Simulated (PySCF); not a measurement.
K⁺ (potassium, charge +1): Hartree-Fock from Schrödinger to Dirac-Coulomb-Breit

Occupied: 1s1/2, 2s1/2, 2p1/2, 2p3/2, 3s1/2, 3p1/2, 3p3/2. Hartree-Fock calculated with PySCF 2.14 in an uncontracted even-tempered set (21 s from 0.0089 bohr⁻², ratio 2.7; 15 p from 0.011 bohr⁻², ratio 2.7), Gaussian nucleus throughout. NR is non-relativistic, sf-X2C the spin-free one-electron X2C Hamiltonian, X2C adds the bare one-electron spin-orbit term, X2C-SNSO screens it by Boettger's factors, DC is four-component Dirac-Coulomb, and the Gaunt and Breit terms are added at first order (total energies over the DC spinors, levels after relaxing the spinors in that mean field). QED terms are absent. Levels marked empty are virtual spinors of this ion; the basis has s and p functions only, so 3d, which can lie below the n = 4 levels, is absent.

| Hamiltonian | E (hartree) | E − E(DC) (hartree) | CPU seconds |
| --- | --- | --- | --- |
| NR | -599.0056 | 2.3613 | 0.46 |
| sf-X2C | -601.3038 | 0.0630 | 0.26 |
| X2C | -601.3070 | 0.0599 | 0.41 |
| X2C-SNSO | -601.3063 | 0.0605 | 0.41 |
| DC | -601.3669 | 0.0000 | 11 |
| DC+Gaunt | -601.1933 | 0.1736 | 21 |
| DC+Breit | -601.2070 | 0.1598 | 76 |

Problem. Give the 4p spin-orbit interval with each Hamiltonian that has one.

Solution. X2C 0.006760; X2C-SNSO 0.006045; DC 0.005838; DC+Gaunt 0.005630; DC+Breit 0.005630 (eV).

```json
{"level (eV)": "1s1/2", "NR": "-3639.6", "sf-X2C": "-3656.1", "X2C": "-3656.1", "X2C-SNSO": "-3656.1", "DC": "-3657.2", "DC+Gaunt": "-3654.5", "DC+Breit": "-3654.6"}
{"level (eV)": "2s1/2", "NR": "-400.25", "sf-X2C": "-403.30", "X2C": "-403.30", "X2C-SNSO": "-403.30", "DC": "-403.39", "DC+Gaunt": "-403.26", "DC+Breit": "-403.26"}
{"level (eV)": "2p1/2", "NR": "-319.45", "sf-X2C": "-319.61", "X2C": "-321.88", "X2C-SNSO": "-321.64", "DC": "-321.63", "DC+Gaunt": "-321.36", "DC+Breit": "-321.39"}
{"level (eV)": "2p3/2", "NR": "-319.45", "sf-X2C": "-319.61", "X2C": "-318.49", "X2C-SNSO": "-318.61", "DC": "-318.65", "DC+Gaunt": "-318.49", "DC+Breit": "-318.52"}
{"level (eV)": "3s1/2", "NR": "-53.442", "sf-X2C": "-53.796", "X2C": "-53.795", "X2C-SNSO": "-53.795", "DC": "-53.803", "DC+Gaunt": "-53.796", "DC+Breit": "-53.796"}
{"level (eV)": "3p1/2", "NR": "-31.857", "sf-X2C": "-31.844", "X2C": "-32.073", "X2C-SNSO": "-32.049", "DC": "-32.045", "DC+Gaunt": "-32.029", "DC+Breit": "-32.030"}
{"level (eV)": "3p3/2", "NR": "-31.857", "sf-X2C": "-31.844", "X2C": "-31.731", "X2C-SNSO": "-31.743", "DC": "-31.746", "DC+Gaunt": "-31.740", "DC+Breit": "-31.742"}
{"level (eV)": "4s1/2 (empty)", "NR": "-3.999", "sf-X2C": "-4.013", "X2C": "-4.013", "X2C-SNSO": "-4.013", "DC": "-4.013", "DC+Gaunt": "-4.013", "DC+Breit": "-4.013"}
{"level (eV)": "4p1/2 (empty)", "NR": "-2.600", "sf-X2C": "-2.600", "X2C": "-2.604", "X2C-SNSO": "-2.604", "DC": "-2.604", "DC+Gaunt": "-2.604", "DC+Breit": "-2.604"}
{"level (eV)": "4p3/2 (empty)", "NR": "-2.600", "sf-X2C": "-2.600", "X2C": "-2.598", "X2C-SNSO": "-2.598", "DC": "-2.598", "DC+Gaunt": "-2.598", "DC+Breit": "-2.598"}
```

Weight of the small component: 1s1/2 0.00460, 2s1/2 0.000768, 2p1/2 0.000736, 2p3/2 0.000731, 3s1/2 0.000129, 3p1/2 0.000104, 3p3/2 0.000103, 4s1/2 6.95e-06, 4p1/2 3.61e-06, 4p3/2 3.59e-06.

Koopmans' value for the highest occupied level at DC+Breit: 31.742 eV, against an ionisation energy of 31.625 eV (measured; NIST Atomic Spectra Database, ionization energies); the former lacks relaxation, correlation, QED and recoil.

Measured binding energies of an electron added to this ion (NIST): 4s1/2 4.341 eV, 4p1/2 2.731 eV, 4p3/2 2.724 eV; the virtual levels lack core polarisation.

The whole ladder took 110 s of wall time on 1 thread of Neoverse-V2 (shared host), launched as `OMP_NUM_THREADS=1 python relrun2.py TASK.json OUT` (a driver that calls PySCF for each Hamiltonian).
